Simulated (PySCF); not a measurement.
**Be⁺ (beryllium, charge +1) across methods**

[He] 3d1, 2D determinant (an excited configuration). All numbers are calculated (PySCF 2.14, the non-relativistic Hamiltonian (point nucleus), in dyall-acv3z).

```json
{"method": "PW91", "E (hartree)": "-13.8798", "mean ε 1s α (eV)": "-126.06", "mean ε 1s β (eV)": "-126.05", "mean ε 3d α (eV)": "-4.920", "Σ⟨r²⟩ (bohr²)": "25.78", "⟨S²⟩": "0.750"}
{"method": "B3LYP", "E (hartree)": "-13.8999", "mean ε 1s α (eV)": "-130.75", "mean ε 1s β (eV)": "-130.75", "mean ε 3d α (eV)": "-5.191", "Σ⟨r²⟩ (bohr²)": "25.66", "⟨S²⟩": "0.750"}
{"method": "UHF", "E (hartree)": "-13.82978", "mean ε 1s α (eV)": "-147.81", "mean ε 1s β (eV)": "-147.81", "mean ε 3d α (eV)": "-5.945", "Σ⟨r²⟩ (bohr²)": "26.32", "⟨S²⟩": "0.750"}
{"method": "LDA", "E (hartree)": "-13.6796", "mean ε 1s α (eV)": "-124.41", "mean ε 1s β (eV)": "-124.41", "mean ε 3d α (eV)": "-4.654", "Σ⟨r²⟩ (bohr²)": "26.31", "⟨S²⟩": "0.750"}
{"method": "PBE0", "E (hartree)": "-13.8691", "mean ε 1s α (eV)": "-131.50", "mean ε 1s β (eV)": "-131.50", "mean ε 3d α (eV)": "-5.232", "Σ⟨r²⟩ (bohr²)": "25.99", "⟨S²⟩": "0.750"}
{"method": "r2SCAN", "E (hartree)": "-13.8929", "mean ε 1s α (eV)": "-128.12", "mean ε 1s β (eV)": "-128.12", "mean ε 3d α (eV)": "-4.777", "Σ⟨r²⟩ (bohr²)": "26.18", "⟨S²⟩": "0.750"}
{"method": "PBE", "E (hartree)": "-13.8659", "mean ε 1s α (eV)": "-125.80", "mean ε 1s β (eV)": "-125.79", "mean ε 3d α (eV)": "-4.924", "Σ⟨r²⟩ (bohr²)": "25.81", "⟨S²⟩": "0.750"}
{"method": "CAM-B3LYP", "E (hartree)": "-13.8657", "mean ε 1s α (eV)": "-132.67", "mean ε 1s β (eV)": "-132.68", "mean ε 3d α (eV)": "-5.719", "Σ⟨r²⟩ (bohr²)": "25.71", "⟨S²⟩": "0.750"}
{"method": "wB97M-V", "E (hartree)": "-13.8792", "mean ε 1s α (eV)": "-134.04", "mean ε 1s β (eV)": "-134.04", "mean ε 3d α (eV)": "-5.708", "Σ⟨r²⟩ (bohr²)": "24.45", "⟨S²⟩": "0.750"}
```

The outer electron is Rydberg-like, and this basis confines it to a smaller radius and binds it less than a complete one would.
